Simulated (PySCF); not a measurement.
# Dipole response of Rh⁺ (rhodium, charge +1)

[Kr] 4d7 5s1, high-spin 5F determinant (an excited configuration). Calculation: PySCF 2.14, in aug-cc-pwCVTZ-DK; scalar relativity by spin-free X2C-1e. Coupled (time-dependent) response in atomic units; α is the mean over directions.

```csv
method,mean α (bohr³),C₆ (like pair),S(−4)
PBE,27.91,190.1,467.2
```

S(−4) is the Cauchy moment in α(ω) = α(0) + S(−4) ω² + …

Spin-orbit coupling is absent.

α(iu) at PBE:

```tsv
u (hartree)	α(iu) (bohr³)
0	27.91
0.0500	26.80
0.100	24.10
0.200	18.02
0.300	13.64
0.500	8.922
0.750	6.146
1.00	4.612
1.50	2.936
2.00	2.046
3.00	1.155
5.00	0.5141
```

For an ion, C₆ is the dispersion term alone; charge-induced terms of lower order in 1/R come first.
